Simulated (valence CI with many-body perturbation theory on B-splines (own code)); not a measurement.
## Sensitivity of CI+MBPT for W IV

Computed by relativistic CI+MBPT: three valence electrons over a frozen Dirac-Fock core [Xe] 4f14, radial functions for each j: 6 s, 6 p, 5 d, 5 f, 1 g, with the one-electron correlation potential Σ1, the two-electron term Σ2, the three-electron term Σ3, Breit, model QED; selected CI, second order for the rest, scaled by the run's own slope (own B-spline code, finite nucleus).

Against 22 measured levels this calculation errs by 795 cm⁻¹ on average and by 1923 at most. Only levels of the ground parity were solved; by the run's estimate the other parity begins above the list, which can be wrong where configurations are misplaced. 1 measured level below the end of the list, from 45517 cm⁻¹ on, found no clear computed partner.

The reference run has the lowest level 5d3 4F_3/2 and an ionisation energy of 37.8788 eV. Its largest variational space holds 5293 state functions.

Names give the largest LS component (configuration and term), which can be under half, so a name can repeat, a term be missing and a line seem to break the LS rules; names also repeat where a configuration has a term twice. Letters in brackets count levels of one name in rising energy.

Changed runs:
A. QED terms on → off
B. correlating orbitals by l 3 3 3 3 1 → 4 4 3 0 0
C. size limit of the variational space 10000 → 1500
D. scale of Σ2 1 → 3 (bad on purpose)

Excitation energies of the reference run in cm⁻¹, and shifts in cm⁻¹:

| Level | Reference | A | B | C | D |
| --- | --- | --- | --- | --- | --- |
| 5d3 4F_5/2 | 3409 | -13 | -78 | +0.3 | +347 |
| 5d3 4F_7/2 | 6628 | -23 | -38 | -0.7 | +672 |
| 5d3 4F_9/2 | 9270 | -26 | +113 | -0.7 | +843 |
| 5d3 4P_3/2 [a] | 10925 | -17 | +698 | -0.6 | +734 |
| 5d3 4P_1/2 | 12413 | -21 | +650 | -0.2 | +436 |
| 5d3 2G_7/2 | 15704 | -30 | +758 | -1.5 | +1133 |
| 5d3 2H_9/2 | 16546 | -27 | +831 | -1.4 | +343 |
| 5d3 4P_5/2 | 17698 | -30 | +682 | -0.5 | +562 |
| 5d3 2P_1/2 | 19036 | -51 | +657 | -0.2 | +2301 |
| 5d3 4P_3/2 [b] | 19151 | -42 | +779 | -0.3 | +2091 |
| 5d3 2H_11/2 | 22689 | -35 | +1158 | -0.5 | +178 |
| 5d3 2D_5/2 [a] | 23635 | -58 | +940 | -1.2 | +2772 |
| Ionisation energy (eV) | 37.8788 | -0.0072 | -0.1214 | -3.7e-05 | +1.5379 |
